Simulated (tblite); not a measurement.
Torsional barriers computed with GFN2-xTB (tblite), climbing-image nudged elastic band, gas phase; electronic energies of the top image counted from the start geometry. The bands met a force threshold of 0.05 eV/Å; their tops weren't refined or checked by frequencies and can lie a kcal/mol or more above the method's true saddle points. Atom numbers follow the mapped SMILES.

**Question.** Rank the forward barriers of these bands, lowest first.
A. `[CH2:1]=[C:2]([CH3:3])/[C:4]([SiH3:5])=[CH:6]\[SiH3:7]`: C3–C2–C4–Si5 from -57° to 97°
B. `[CH3:1][CH:2]([CH3:3])[SiH2:4][C:5]#[C:6][SiH3:7]`: C3–C2–Si4–C5 from -62° to 58°
C. `[CH2:1]=[CH:2][CH2:3][CH:4]1[SiH2:5][CH2:6][SiH2:7]1`: C2–C3–C4–Si7 from -176° to -50°
D. `[H]/[N:5]=[C:4](\[CH2:3][CH2:2][CH3:1])[C:6]([F:7])([F:8])[F:9]`: C1–C2–C3–C4 from -179° to -73°

**Answer.** B (1.5 kcal/mol), D (2.7 kcal/mol), C (3.3 kcal/mol), A (6.0 kcal/mol).

| SMILES | ends of the turned bond | barrier (kcal/mol) | end above start (kcal/mol) | dihedral at top (°) | bond at start (Å) | bond at top (Å) | Eyring rate at 298 K (s⁻¹) |
| --- | --- | --- | --- | --- | --- | --- | --- |
| CC(C)[SiH2]C#C[SiH3] | sp3 carbon bound to silicon / SiH2 silicon | 1.5 | 0.2 | -2 | 1.913 | 1.921 | 5 × 10^11 |
| [H]/N=C(\CCC)C(F)(F)F | chain CH2 carbon / chain CH2 carbon | 2.7 | 0.4 | -124 | 1.526 | 1.533 | 6 × 10^10 |
| C=CCC1[SiH2]C[SiH2]1 | allylic carbon / sp3 carbon bound to silicon | 3.3 | 0.4 | -115 | 1.530 | 1.543 | 2 × 10^10 |
| C=C(C)/C([SiH3])=C\[SiH3] | fully substituted alkene carbon / fully substituted alkene carbon | 6.0 | 0.6 | 17 | 1.470 | 1.468 | 2 × 10^8 |

Rates take the electronic barrier for the free energy of activation. GFN2-xTB barriers can miss by several kcal/mol, and conformer orders can be wrong, so the ranking may change at better levels.
